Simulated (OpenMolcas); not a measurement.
Computed levels of 4d5 in ions with 41 electrons, in cm-1 above 6S 5/2.

* Program: OpenMolcas 26.06
* Method: MS-RASPT2, IPEA 0.25 Eh, imaginary shift 0.1 Eh
* Basis: ANO-RCC-VQZP
* Scalar Hamiltonian: DKH2, point nucleus
* Spin-orbit coupling: state interaction with AMFI integrals over the reference wave functions, term energies averaged over their components

Active space for each ion: 11 electrons in 8 orbitals (RAS1 4p, at most 2 holes; RAS2 4d); closed shells correlated by CASPT2: 4s.

```tsv
Level	Tc2+	Rh4+	Pd5+	Ag6+
4G 5/2	20160	26030	28630	31170
4G 7/2	20310	26390	29170	32000
4G 11/2	20360	26500	29330	32240
4G 9/2	20410	26600	29480	32450
4P 3/2	22780	29490	32380	35040
4P 1/2	23290	30450	33630	36590
4D 7/2	24300	31810	35150	38560
4D 1/2	24870	33020	36780	40580
4D 3/2	25280	33730	37670	41630
```

Question: Estimate 4G 5/2, 4G 7/2 for Ru3+ from its neighbours Tc2+ and Rh4+.

Answer: 4G 5/2 is another term, which grows about linearly with the charge: (20160 + 26030) / 2 = 23095. The calculation gives 23320, so the estimate is off by -1.0 %.
4G 7/2 is another term, which grows about linearly with the charge: (20310 + 26390) / 2 = 23350. The calculation gives 23560, so the estimate is off by -0.9 %.

Mixed levels, with the weight of the term that names them: Tc2+ 4P 3/2 (63 %), Tc2+ 4D 3/2 (63 %), Ru3+ 4P 3/2 (60 %), Ru3+ 4P 1/2 (72 %), Ru3+ 4D 1/2 (72 %), Ru3+ 4D 3/2 (59 %), Rh4+ 4P 3/2 (57 %), Rh4+ 4P 1/2 (70 %), Rh4+ 4D 1/2 (71 %), Rh4+ 4D 3/2 (57 %), Pd5+ 4P 3/2 (55 %), Pd5+ 4P 1/2 (67 %), Pd5+ 4D 1/2 (68 %), Pd5+ 4D 3/2 (55 %), Ag6+ 4P 3/2 (56 %), Ag6+ 4P 1/2 (70 %), Ag6+ 4D 1/2 (71 %), Ag6+ 4D 3/2 (55 %).

Term energies are means over components that CASPT2 splits; among the terms shown or strongly mixed into the levels shown the widest spread is 420 cm-1 (4d5 4G, Pd5+). Active for correlation alone: 4p; no level in the range computed is led by a configuration that opens it, so any true level of that kind is missing. Only configurations of the active space appear.
